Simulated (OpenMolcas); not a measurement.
An atom or ion with 73 electrons was computed by MS-CASPT2, IPEA 0.25 Eh, imaginary shift 0.1 Eh with spin-orbit coupling (OpenMolcas, ANO-RCC-VQZP, DKH2). The lowest levels that the run gave, each within 12 % of the measured value where one is at hand:

| J | Parity | E (cm-1) | g |
| --- | --- | --- | --- |
| 5/2 | even | 0.0 | 1.959 |
| 5/2 | even | 15060 | 1.034 |
| 7/2 | even | 18260 | 1.073 |
| 3/2 | even | 18580 | 1.400 |
| 5/2 | even | 18970 | 1.058 |
| 11/2 | even | 19310 | 1.244 |
| 9/2 | even | 19720 | 1.171 |
| 1/2 | even | 20590 | 1.683 |
| 7/2 | even | 22790 | 1.325 |
| 5/2 | even | 24460 | 1.323 |
| 1/2 | even | 25330 | 0.943 |
| 3/2 | even | 26330 | 1.380 |

**Question.** Which ion is it, and what are the configurations and terms?

**Answer.** Re²⁺ (Z = 75, charge +2; active space 5 electrons in 10 orbitals (5d 6d)). J, parity and g give the terms where levels are pure, and mixed ones are named by the computed weights; the size of the splittings, set against known spectra of the 73-electron sequence, gives the charge. In order, with the measured energies in cm-1 (the list in Brasseur, Gamrath and Quinet, At. Data Nucl. Data Tables 157, 101636 (2024)): 5d5 6S 5/2, 5d5 4G 5/2 [32 %], 5d5 4G 7/2 [70 %] (16890), 5d5 4D 3/2 [48 %], 5d5 4G 5/2 [44 %], 5d5 4G 11/2 (18020), 5d5 4G 9/2 (18346), 5d5 4P 1/2 [60 %], 5d5 4D 7/2 [73 %] (20453), 5d5 4D 5/2 [40 %], 5d5 4D 1/2 [64 %], 5d5 4D 3/2 [44 %].

CASPT2 breaks the degeneracy within a term, and the mean is taken; among the terms shown or strongly mixed into the levels shown the widest spread is 490 cm-1 (5d5 2H). Active for correlation alone: 6d; no level in the range computed is led by a configuration that fills it, so any true level of that kind is missing. Measured partners are found by configuration, term and J. A level has none where our copy of the source lacks it or the pairing is in doubt (some pairs that miss far off the trend of their configuration count as doubtful), and it then counts in no deviation. Only configurations of the active space appear.

A share in square brackets marks a mixed level and gives the weight of the term that names it.
